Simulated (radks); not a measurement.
Spherical quantum dot in the effective-mass picture: electrons in a hard-walled sphere of radius 1.31, with a point charge +1 (a donor) at the centre, all in effective atomic units (hartree* = m*/eps^2 hartree, bohr* = eps/m* bohr), one dielectric constant everywhere. Calculated with a radial shooting solver with Libxc functionals: non-relativistic Kohn-Sham, PBEsol, spin-polarised, spherical densities. Levels are named by radial order and angular momentum (1s, 1p, 1d, 2s, ...), and open shells are averaged over m. Results are scaled to m* = 0.306 and eps = 13.3, for which hartree* = 47.07 meV and bohr* = 2.3 nm.

N = 35, configuration 1s2 1p6 1d10 2s2 1f14 1g(up 1, down 0). This is the lowest configuration that the search found. Occupied and some empty levels:

level    occupation  eigenvalue (meV)  <r> (nm)
1s up             1            1768.9     1.808
1s down           1            1769.9     1.806
1p up             3            1864.7     1.988
1p down           3            1866.0     1.987
1d up             5            2006.4     2.095
1d down           5            2007.8     2.094
2s up             1            2154.8     1.354
2s down           1            2155.4     1.355
1f up             7            2190.6     2.173
1f down           7            2192.1     2.173
1g up             1            2414.4     2.235
1g down           0            2416.0     2.235
2p up             0            2439.4     1.571
2p down           0            2440.0     1.571
1h up             0            2675.7     2.286
1h down           0            2677.4     2.286
2d up             0            2743.8     1.712
2d down           0            2744.5     1.712
3s up             0            2806.2     1.450
3s down           0            2806.9     1.450

Energy (meV): total 43585.8, kinetic 18559, external -2043.6, Hartree 29325, exchange-correlation -2254.9.

Electron density:

r (nm)  n(r) (e/nm^3)
0.234          0.5441
0.459          0.4207
0.684          0.3202
0.909          0.2580
1.13           0.2485
1.36           0.2987
1.58           0.3988
1.81           0.5113
2.03           0.5740
2.26           0.5255
2.48           0.3546
2.71           0.1385
2.93         0.009372
